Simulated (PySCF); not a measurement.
**Radiative rates from a computed spectrum**

Species: CH₆O₂Si₂.
InChI=1S/CH6O2Si2/c2-1-5-3-4/h1H,5H2,4H3

Computed, not measured: TDDFT B3LYP/def2-SVPD, vertical, gas phase, core orbitals frozen in the response in PySCF 2.14.0, density-fitted response routines. The structure is a single PBE0-D3(BJ)/def2-SVP conformer in the gas phase; no vibrational or solvent corrections. Torsions of this conformer, `[O:1]=[CH:2][SiH2:3][O:4][SiH3:5]`: O1–C2–Si3–O4 -1°, C2–Si3–O4–Si5 1°.

For one non-degenerate pair of states in vacuum, A = 0.6670 f ν̃² s⁻¹ with ν̃ in cm⁻¹, τ = 1/A, |μ|² = 3f / (2ΔE) in atomic units, and the integrated cross-section is ∫σ dE = 109.76 f Mb·eV.

The rates are for emission to S0 at the absorption energy, with no other channel.

Energies and rates of the computed singlets with f of 0.002 or more:

| state | ν̃ (cm⁻¹) | A (s⁻¹) |
| --- | --- | --- |
| S2 | 44630 | 1.51×10⁷ |
| S3 | 45550 | 1.02×10⁷ |
| S5 | 51590 | 5.63×10⁷ |
| S6 | 55100 | 1.49×10⁷ |
| S8 | 56510 | 1.06×10⁸ |
| S10 | 58420 | 1.34×10⁸ |

Q: Go back from the rates to the oscillator strengths and transition dipoles.

A: f = A / (0.6670 ν̃²), and |μ| follows from f:

```tsv
state	f	|μ| (D)	τ	main configurations (H = HOMO, L = LUMO)
S2	0.011	0.74	66 ns	H-1→L (97%)
S3	0.0074	0.59	98 ns	H→L+1 (96%)
S5	0.032	1.14	18 ns	H→L+2 (97%)
S6	0.0074	0.53	67 ns	H-3→L (86%)
S8	0.050	1.37	9.4 ns	H→L+3 (85%)
S10	0.059	1.46	7.5 ns	H→L+4 (59%), H→L+5 (12%), H→L+6 (12%)
```

Q: By what factor does the largest A in the list exceed the smallest?

A: S10 has 13 times the rate of S3.

Q: What is the integrated cross-section of all computed states together?

A: Σf = 0.168 over S1 to S10, so 109.76 × Σf ≈ 18.4 Mb·eV.

Q: How much energy does a mole of photons resonant with S10 carry?

A: 7.243 eV × 96.485 = 699 kJ/mol (167 kcal/mol).

All these states lie below the vertical ionisation energy of 9.45 eV (ΔSCF).
